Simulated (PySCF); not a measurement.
Dipole response of Si²⁺ (silicon, charge +2)

[Ne] 3s2, closed-shell 1S. Calculation: PySCF 2.14, in dyall-av3z; no relativity, point nucleus. Coupled (time-dependent) response in atomic units; α is the mean over directions.

```
method  mean α (bohr³)  C₆ (like pair)  S(−4)
   UHF           12.55           44.56  90.65
   PBE           11.66           39.64  79.48
  PBE0           11.91           40.98  82.66
   M06           11.01           35.67  73.79
  PW91           11.60           39.31  78.86
```

S(−4) is the Cauchy moment in α(ω) = α(0) + S(−4) ω² + …

α(iu) at PBE:

| u (hartree) | α(iu) (bohr³) |
| --- | --- |
| 0 | 11.66 |
| 0.0500 | 11.46 |
| 0.100 | 10.91 |
| 0.200 | 9.166 |
| 0.300 | 7.248 |
| 0.500 | 4.374 |
| 0.750 | 2.505 |
| 1.00 | 1.596 |
| 1.50 | 0.8174 |
| 2.00 | 0.5077 |
| 3.00 | 0.2638 |
| 5.00 | 0.1177 |

For an ion, C₆ is the dispersion term alone; charge-induced terms of lower order in 1/R come first.
